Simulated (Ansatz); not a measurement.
Reaction (SMILES): C=[SiH2] (CH2-SiH2) → C atom + 4 H atom + Si atom
B3LYP-D3(BJ)/def2-TZVP geometries, fixed; electronic energies without zero-point terms.
Largest species:
```xyz
6

C     -1.1498    -0.0548    -0.0450
Si     0.5479     0.0261     0.0215
H     -1.7685     0.8316    -0.0996
H     -1.6839    -0.9961    -0.0356
H      1.3979    -1.1745     0.0958
H      1.2833     1.3023     0.0091
```
Charge 0, spin multiplicity 1.

How fast the atomisation energy converges with the basis for several methods (Ansatz, a program for electronic structure): deviation from each method's own reference, in kcal/mol. References: B3LYP 459.49 kcal/mol, the value in aug-pcseg-3; CCSD(T) 461.46 kcal/mol, Hartree-Fock in cc-pV(Q+d)Z plus the correlation part extrapolated as X^-3 from cc-pV(T+d)Z and cc-pV(Q+d)Z; HF 342.29 kcal/mol, the value in aug-pcseg-3; MP2 461.39 kcal/mol, Hartree-Fock in aug-cc-pV(Q+d)Z plus the correlation part extrapolated as X^-3 from aug-cc-pV(T+d)Z and aug-cc-pV(Q+d)Z; PBE 461.39 kcal/mol, the value in aug-pcseg-3; wB97M-V 460.84 kcal/mol, the value in aug-pcseg-3. Cartesian d functions, on some or all atoms, in 6-31+G*, 6-311G**; all else is spherical. In correlated methods cores are frozen. A restricted Hartree-Fock determinant is unstable towards unrestricted orbitals. Open shells are unrestricted. No added dispersion term, no relativity. Functionals ending in -V hold VV10 correlation. 

```
basis       functions   B3LYP  CCSD(T)      HF     MP2     PBE  wB97M-V
----------  ---------  ------  -------  ------  ------  ------  -------
3-21G              30  -18.10   -73.05  -34.14  -80.84  -11.45    -9.23
def2-SV(P)         40   -9.06   -53.29   -9.19  -54.07   -6.93    -3.37
6-31+G*            50   -7.16   -50.10   -8.42  -51.48   -4.97    -2.86
def2-SVP           52   -3.19   -25.84   -2.19  -28.52   -1.28     2.59
6-311G**           69   -4.77   -26.09   -6.25  -28.57   -3.59    -4.37
def2-TZVP          92   -1.16   -17.94   -1.93  -19.25   -0.61    -0.43
def2-TZVPD        116   -1.05   -16.75   -1.80  -18.13   -0.46    -0.38
def2-QZVPP        247   -0.18    -4.37   -0.49   -4.87   -0.13    -0.31
```

Mean absolute deviation over 6-311G**, def2-TZVP, def2-TZVPD: PBE 1.55, wB97M-V 1.73, B3LYP 2.33, HF 3.33, CCSD(T) 20.26, MP2 21.98 kcal/mol.
